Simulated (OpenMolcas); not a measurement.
An atom or ion with 22 electrons was computed by MS-CASPT2, IPEA 0.25 Eh, imaginary shift 0.1 Eh with spin-orbit coupling (OpenMolcas, ANO-RCC-VTZP, DKH2). The lowest levels that the run gave, each within 12 % of the measured value where one is at hand:

| J | Parity | E (cm⁻¹) | g |
| --- | --- | --- | --- |
| 0 | even | 0.0 |  |
| 1 | even | 65.9 | 1.501 |
| 2 | even | 195 | 1.501 |
| 3 | even | 383 | 1.501 |
| 4 | even | 624 | 1.501 |
| 0 | even | 17400 |  |
| 1 | even | 17800 | 1.501 |
| 4 | even | 18190 | 0.802 |
| 5 | even | 18330 | 1.034 |
| 6 | even | 18490 | 1.167 |
| 2 | even | 18520 | 1.501 |
| 2 | even | 19360 | 0.666 |

Q: Which ion is it, and what are the configurations and terms?

A: Cr²⁺ (Z = 24, charge +2; active space 4 electrons in 5 orbitals (3d)). J, parity and g give the terms where levels are pure, and mixed ones are named by the computed weights; the size of the splittings, set against known spectra of the 22-electron sequence, gives the charge. In order, with the measured energies in cm⁻¹ (Sugar and Corliss, J. Phys. Chem. Ref. Data 6, 317 (1977)): 3d⁴ ⁵D₀, 3d⁴ ⁵D₁ (62.2), 3d⁴ ⁵D₂ (183), 3d⁴ ⁵D₃ (357), 3d⁴ ⁵D₄ (576), 3d⁴ ³P₀(1) (16771), 3d⁴ ³P₁(1) (17169), 3d⁴ ³H₄ (17274), 3d⁴ ³H₅ (17397), 3d⁴ ³H₆ (17531), 3d⁴ ³P₂(1) (17851), 3d⁴ ³F₂(1) (18452).

CASPT2 breaks the degeneracy within a term, and the mean is taken; among the terms shown or strongly mixed into the levels shown the widest spread is 360 cm-1 (3d⁴ ³H). Terms from blocks run as CI alone lack orbitals of their own. The CASPT2 spread within a term exceeds the gap to the next term for 3d⁴ ³P(1) and 3d⁴ ³H, so the order of their levels is uncertain. Measured partners are found by configuration, term and J. A level has none where our copy of the source lacks it or the pairing is in doubt (some pairs that miss far off the trend of their configuration count as doubtful), and it then counts in no deviation. Only configurations of the active space appear.

A number in round brackets counts repeated terms of one configuration in the order of the reference energies.
